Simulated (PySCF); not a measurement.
Calculated NMR data

- shieldings: GIAO PBE0/pcSseg-1
- J: B3LYP/pcJ-1 (spin–dipole term left out of most H,H and C,H couplings)
- PBE0-D3(BJ)/def2-SVP geometry
- program: PySCF 2.14
- single conformer, relativity neglected, gas phase, fast rotation and ring inversion assumed for equivalent nuclei

δ = σ(ref) − σ, references computed at the same level: 1H (σref 31.27) and 13C (σref 184.41) against TMS. Multiplet labels drop J under 1 Hz and among equivalent protons, and merge close values. Unscaled 3J(H,H) run several per cent high. Where no couplings were computed, multiplicities follow the n + 1 count of equivalent neighbours, and m marks all less simple cases (inequivalent or close neighbours, rings, F or P nearby). Shifts are as computed. Against solution values, carbons near 30 ppm lie about +2 ppm off and those near 130 ppm about +5 ppm. Of 1211 compounds with measured shifts, 218 miss one by over three times the rms of a fit or turn the order of signals round; such compounds aren't used in these exercises.

Compound 1 (C$_{3}$H$_{17}$NOSi$_{4}$). 1H NMR (400 MHz, computed): δ 5.10 (s, 2H), 4.62 (s, 6H), 0.25 (s, 9H). 13C{1H} NMR (computed): δ 1.4 (CH3). Structure: SMILES C[Si](C)(C)O[SiH2]N([SiH3])[SiH3].

Compound 2 (C$_{5}$H$_{6}$). 1H NMR (400 MHz, computed): δ 6.28 (dtt, J = 18.2, 11.7, 1.4 Hz, 1H), 5.98 (dtt, J = 12.0, 8.7, 1.1 Hz, 1H), 5.38 (dtt, J = 18.2, 2.7, 1.3 Hz, 1H), 5.24 (dtt, J = 11.4, 2.9, 1.4 Hz, 1H), 5.19 (dtd, J = 8.7, 2.8, 1.4 Hz, 2H). 13C{1H} NMR (computed): δ 228.8, 141.3, 122.7, 100.3, 80.7. Structure: SMILES C=C=CC=C.
